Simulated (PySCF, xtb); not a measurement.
Zn(H)(SH) (H2SZn), SMILES [SH][ZnH].

GFN2-xTB run with xtb 6.7.1 at its own geometry gives an orbital gap of 4.34 eV and a dipole moment of 2.71 D.

The structure is a stationary point at B3LYP-D3(BJ)/def2-TZVP.

### Question
What does PBE0/def2-TZVPD run with PySCF give? (The exact figures need the calculation; the answer reports its results.)

### Answer
gap 6.46 eV (levels -7.32 and -0.86 eV), dipole 1.24 D.
